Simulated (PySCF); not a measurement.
# Bond curve of PBr⁻

Set-up: P def2-TZVPPD, Br def2-TZVPPD; no relativity (PySCF 2.14). Energies in eV from P + Br⁻ in their ground configurations at the same level. State: ²Π (doublet), unpaired electrons π ↑.

```csv
R (Å),UHF-SCS-MP2,PW91
1.999,0.4706,-0.0697
2.092,0.0054,-0.5252
2.185,-0.2476,-0.7747
2.254,-0.3395,-0.8667
2.324,-0.3710,-0.8999
2.394,-0.3575,-0.8895
2.487,-0.2898,-0.8274
2.603,-0.1537,-0.7001
2.742,0.0495,-0.5093
2.928,0.3397,-0.2365
```

Q: Put a parabola through the three lowest points of the UHF-SCS-MP2 curve and estimate Re, k and ωe (reduced mass 22.24 u; 1 eV/Å² = 0.16022 mdyn/Å; ωe = 1302.8·√(k/μ) cm⁻¹).

A: Through R = 2.254, 2.324, 2.394 Å the second-order coefficient is 4.59 eV/Å², so Re ≈ 2.338 Å, k ≈ 1.47 mdyn/Å and ωe ≈ 335 cm⁻¹. A polynomial fit of higher order to the unrounded UHF-SCS-MP2 energies gives Re = 2.335 Å, k = 1.40 mdyn/Å, ωe = 327 cm⁻¹; anharmonicity and rounding make the difference.

The higher-order fit for each curve: UHF-SCS-MP2: Re = 2.335 Å, ωe = 327 cm⁻¹, De = 0.371 eV; PW91: Re = 2.339 Å, ωe = 319 cm⁻¹, De = 0.90 eV.

Correlated steps freeze 14 core orbitals. Spin–orbit coupling is left out. For an ion De counts to the pair picked by the measured ionisation energies or electron affinities, which need not be the lowest pair at this level. The highest Kohn–Sham level is positive in this anion. Much of that is self-interaction error, but it also means that the finite basis helps to hold the extra electron. The state is the lowest determinant that a PBE0 search found; another state may lie lower at other levels.
